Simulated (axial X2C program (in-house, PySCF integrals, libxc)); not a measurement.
# MnIn along the bond: M06, spin-free

Computed with an in-house relativistic program for diatomic molecules. Spin-free means the one-electron spin-free X2C Hamiltonian. Basis: In dyall-cv3z [11s12p9d4f1g], Mn dyall-cv3z [9s10p6d3f2g] (cores contracted in-house); Gaussian nuclei, density fitting, unrestricted open shells. Masses: In 114.904 u, Mn 54.938 u.

State: M_S = 2, Λ = 1 (beyond evenly filled blocks: σα, π+α, π+β, π-α, δ+α, δ-α). Dipoles are positive if Mn is the positive end.

Results along the bond:

| R (Å) | μ (D) | HOMO (eV) | LUMO (eV) | ⟨S²⟩ |
| --- | --- | --- | --- | --- |
| 2.688 | 0.035 | -3.99 | -2.28 | 6.661 |
| 2.774 | 0.008 | -3.90 | -2.23 | 6.691 |
| 2.860 | -0.025 | -3.82 | -2.21 | 6.720 |
| 2.960 | -0.066 | -3.74 | -2.19 | 6.750 |
| 3.060 | -0.106 | -3.67 | -2.18 | 6.779 |
| 3.189 | -0.150 | -3.60 | -2.16 | 6.812 |

The state is a single determinant with fixed occupations, the lowest that a limited PBE0 search found. The functionals have no current-density term, which raises determinants with orbital currents, atoms included. The determinant is spin-polarised beyond a pure state at some levels (its spin-free form has ⟨S²⟩ too high), which makes Re and μ there less reliable. Under one Hamiltonian the search converged a single determinant, so lower ones may well exist.
